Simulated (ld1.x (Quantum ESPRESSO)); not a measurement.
What one change does to a pseudopotential (Ag, ultrasoft)

ld1.x (Quantum ESPRESSO) 7.5 input, shortened:

```
&input
   title='Ag', zed=47., rel=1, dft='PZ', iswitch=3,
   config='[Kr] 4d10 5s1 5p0'
 /
 &inputp
   pseudotype=3, tm=.true., lloc=-1, rcloc=2.15,
   nlcc=.true., new_core_ps=.true.
 /
6
5S  1  0   1.00   0.00  1.85  2.15  0.0
5S  1  0   0.00   1.20  1.85  2.15  0.0
5P  2  1   0.00   0.00  2.70  3.20  0.0
5P  2  1   0.00   0.60  2.70  3.20  0.0
4D  3  2  10.00   0.00  1.40  1.50  0.0
4D  3  2   0.00   0.65  1.40  1.50  0.0
 &test
   configts(1)='4d10 5s1 5p0'
 /
```

Change: local potential all-electron potential smoothed inside 1.90 bohr (lloc = -1).

Cutoffs: the cutoffs (Ry, on a coarse ladder) from which the occupation-weighted sum of valence levels, in a spherical-Bessel basis at the reference potential, stays within 10 and 1 mRy of its value at 400 Ry; they do not see the model core or the augmentation charge, which bear on the density cutoff. Errors are all-electron minus pseudo energies relative to the spin-unpolarised reference configuration.

**Question.** What does the change do?

**Answer.** The potential gets neither clearly harder nor softer (50 Ry and 90 Ry → 50 Ry and 90 Ry); the s channel binds one level more than in the base; the number of tests that count goes from 9 to 3 (the test run of the changed file stopped, so its transferability is not established); the errors of the 3 common tests hardly move; the range in which the s phases agree narrows (upper end at the end of the scan → 0.2); neither file shows a bound ghost at the reference potential, the only one tested.

| quantity | base | changed |
| --- | --- | --- |
| cutoff, loose | 50 Ry | 50 Ry |
| cutoff, tight | 90 Ry | 90 Ry |
| bound ghosts | none | none |
| tests counted (converged, no solver errors) | 9 of 9 | 3 of 9 (the test run stopped) |
| error for 4d10 5s0 5p0, meV [ΔE 8.10 eV] | -9.6 | -9.5 |
| error for 4d9 5s0 5p0, meV [ΔE 30.49 eV] | -42 | -42 |
| error for 4d8 5s0 5p0, meV [ΔE 66.92 eV] | -269 | -268 |
| s: phases at 3.51 bohr within 0.05 rad from the reference energy up to (Ry; the scan ends near 5) | to the end of the scan | 0.2 |
| p: phases at 3.51 bohr within 0.05 rad from the reference energy up to (Ry; the scan ends near 5) | 2.6 | 2.5 |
| d: phases at 3.51 bohr within 0.05 rad from the reference energy up to (Ry; the scan ends near 5) | to the end of the scan | to the end of the scan |
| lowest overlap eigenvalue by channel | s 0.31, p 0.53, d 0.98 | s 0.30, p 0.47, d 0.93 |

Changed file: These tests converged, but a pseudo level misses the all-electron one widely, so the file describes the atom poorly there or has found another state: 4d9 5s0 5p0: empty 5s by 2.3 eV (a node warning on the way).
